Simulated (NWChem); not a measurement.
System: SiH3Br; SMILES [SiH3]Br

The following NWChem deck was run.

```
start job
memory heap 200 mb stack 900 mb global 1100 mb
geometry units angstroms noautosym nocenter noautoz
  Si     0.000000     0.000000    -1.417110
  Br     0.000000     0.000000     0.809288
  H      0.997374     0.997374    -1.893767
  H     -1.362438     0.365064    -1.893767
  H      0.365064    -1.362438    -1.893767
end
basis spherical
  Si library def2-svpd
  Br library def2-svpd
  H library def2-svpd
end
dft
  xc b3lyp
  iterations 150
end
tddft
  nroots 6
  notriplet
end
task tddft energy
```

Geometry: optimised at PBE0/def2-SVP.

Vertical excitations in the gas phase.

**Question.** Predict the main results of this run. (B3LYP/def2-SVPD, full TDDFT.) Quantities: lowest excitation, singlet (eV); oscillator strength of that lowest state; orbital gap (eV).

**Answer.** The lowest excitation, singlet (eV) comes out as 6.34, the oscillator strength of that lowest state is 0.018 and the orbital gap (eV) is 7.44.
